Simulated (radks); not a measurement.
Results of a calculation; reference values are marked as such.
Cd IV, configuration [Kr] 4d9. Code: a radial shooting solver on a logarithmic mesh with Libxc functionals. Model: scalar-relativistic Kohn-Sham, PBE, spin-unpolarised, spherical densities, point nucleus. Some entries of the table are withheld. Estimate them.

orbital,occ.,eigenvalue (eV),<1/r> (bohr^-1),r(max) (bohr)
1s,2,-26562.02,50.64,0.01968
2s,2,-3974.223,11.52,(1)
2p,6,-3569.682,11.11,0.08899
3s,2,-770.0279,4.063,(2)
3p,6,-637.3285,3.870,(3)
3d,10,(4),3.642,0.2658
4s,2,-141.4391,1.577,(5)
4p,6,-102.2699,1.426,0.8438
4d,9,-45.8228,1.111,0.9682

Answer. 
(1) 2s r(max) (bohr): 0.1112
(2) 3s r(max) (bohr): 0.3239
(3) 3p r(max) (bohr): 0.3171
(4) 3d eigenvalue (eV): -429.7065
(5) 4s r(max) (bohr): 0.7946
